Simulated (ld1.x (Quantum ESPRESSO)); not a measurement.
## PBE TM dataset for caesium, scalar-relativistic all-electron reference.

```json
{
  "Element": "caesium",
  "Generator": "ld1.x (Quantum ESPRESSO) 7.5",
  "Type": "norm-conserving Troullier–Martins (Kleinman–Bylander form)",
  "Functional": "PBE",
  "Relativity": "scalar-relativistic",
  "Frozen core": "[Kr] 4d10 5s2",
  "Valence charge": "7",
  "Reference configuration": "5p6 5d1 6s0 6p0",
  "Partial waves": "5p (bound): rc 2.85 bohr; 5d (bound): rc 4.20 bohr; 6s (bound, empty): rc 3.35 bohr",
  "Local potential": "the s channel",
  "Core correction": "none"
}
```

Results:

| Quantity | Value |
| --- | --- |
| Cutoffs needed | 12 Ry and 18 Ry (the cutoffs (Ry, on a coarse ladder) from which the occupation-weighted sum of valence levels, in a spherical-Bessel basis at the reference potential, stays within 10 and 1 mRy of its value at 400 Ry) |
| Ghost test | no extra level below or beside the all-electron valence levels (p, d, s, f tested) (spherical-Bessel basis up to 400 Ry, 20 bohr box) |
| Largest excitation error | -99 meV (all-electron minus pseudo) for 5p6 5d0 6s0 6p1, out of 6 test configurations |

Generation and tests took about 1.6 s on one core of a shared server CPU.
